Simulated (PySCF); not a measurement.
Compound: C7H7 (charge +1).
Atom-mapped SMILES: `[CH2+:1][c:2]1[cH:3][cH:4][cH:5][cH:6][cH:7]1` (hydrogens: H8, H9 on C1; H10 on C3; H11 on C4; H12 on C5; H13 on C6; H14 on C7)

The geometry is computed with GFN2-xTB (gas phase).

List the bond lengths and angles at this level.

```tsv
bond	length (Å)	order
C1–C2	1.364	single
C2–C3, C2–C7	1.439	aromatic
C3–C4, C6–C7	1.369	aromatic
C4–C5, C5–C6	1.401	aromatic
C1–H8, C1–H9	1.081	single
C3–H10, C7–H14	1.080	single
C4–H11, C6–H13	1.080	single
C5–H12	1.081	single
```

Bonds in one row agree within 0.01 Å and their mean is given. Orders are formal, as drawn. A selection of angles:
```tsv
angle	degrees
C2–C1–H8	121.5
H8–C1–H9	116.8
C1–C2–C3	120.8
C3–C2–C7	118.4
C2–C3–C4	120.2
C2–C3–H10	118.7
C4–C3–H10	121.1
C3–C4–C5	119.9
C3–C4–H11	120.4
C5–C4–H11	119.6
C4–C5–C6	121.3
C4–C5–H12	119.4
```

The C–C distances run from 1.364 Å (C1–C2, drawn single) to 1.439 Å (C2–C7, aromatic), a spread of 0.075 Å. C3 (aromatic CH carbon) is planar (angles 121.1°, 120.2° and 118.7°, sum 360.0°, 0.00 Å off the plane of its three neighbours). C5 (aromatic CH carbon) is planar (angles 121.3°, 119.4° and 119.3°, sum 360.0°, 0.00 Å off the plane of its three neighbours). The 7 heavy atoms lie in one plane (0.001 Å rms). Of the pairs four or more bonds apart, H9···H10 is among the closest relative to their van der Waals radii: 2.46 Å, 102 % of the sum of Bondi's values. The 6-membered ring C2–C3–C4–C5–C6–C7 has internal angles of 118.4° to 121.3° (sum 720°, against 720° for a flat polygon); it is planar, 0.00 Å rms from its mean plane, widest ring torsion 0°. C2 (substituted aromatic carbon) is planar (angles 120.8°, 120.8° and 118.4°, sum 360.0°, 0.00 Å off the plane of its three neighbours).

Point group: C2v (tolerance 0.08 Å). No GFN2-xTB frequencies stand behind this structure, so it isn't proved a minimum.
